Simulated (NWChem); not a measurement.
**Atomisation of H₄Si₂**

```xyz
6

Si    -1.0369    -0.2626     0.0619
Si     1.2669     0.3411    -0.1898
H     -1.3235    -1.5562     0.7852
H     -1.8649    -0.2225    -1.1964
H     -1.5280     0.8667     0.9530
H      1.4958    -0.1871     1.2482
```
Charge 0, spin multiplicity 1.

The numbers come from NWChem runs, not from measurements. The geometry was optimised at PBE/def2-SVP, a minimum by its harmonic frequencies.

Basis set: def2-TZVP. The atomisation energy is electronic alone: no zero-point, thermal, spin-orbit or counterpoise terms. No value is extrapolated to the basis-set limit. Free atoms are single determinants with multiplicities Si 3, H 2. Correlated methods freeze the same cores in atoms and molecule, 10 orbitals in all.

```json
[
 {"method": "BP86", "atomisation energy (kcal/mol)": "368.9", "relative cost": "under 3"},
 {"method": "HF", "atomisation energy (kcal/mol)": "270.5", "relative cost": "1"},
 {"method": "CCSD(T)", "atomisation energy (kcal/mol)": "348.7", "relative cost": "10"},
 {"method": "PBE", "atomisation energy (kcal/mol)": "357.1", "relative cost": "under 3"},
 {"method": "PBE0", "atomisation energy (kcal/mol)": "356.1", "relative cost": "under 3"},
 {"method": "MP2", "atomisation energy (kcal/mol)": "338.5", "relative cost": "under 3"},
 {"method": "B3LYP", "atomisation energy (kcal/mol)": "361.8", "relative cost": "under 3"},
 {"method": "LC-wPBE (omega 0.3 per bohr)", "atomisation energy (kcal/mol)": "354.8", "relative cost": "10"},
 {"method": "CAM-B3LYP", "atomisation energy (kcal/mol)": "362.7", "relative cost": "10"}
]
```

The values span 98.4 kcal/mol, from HF (lowest) to BP86 (highest). The cost column gives rough processor time relative to HF; each entry includes its own SCF. Costs are the molecule's.

B3LYP has NWChem's definition, with VWN1-RPA local correlation. GW and range-separated runs recompute their integrals, the others keep them in memory, which bears on the times. The structure started from a generated list of species. The stability of the SCF solutions was not checked. Open-shell Hartree-Fock references start from PBE0 orbitals; any time given for them includes that run. No row is a measurement; the coupled-cluster row has its own basis-set and correlation limits.
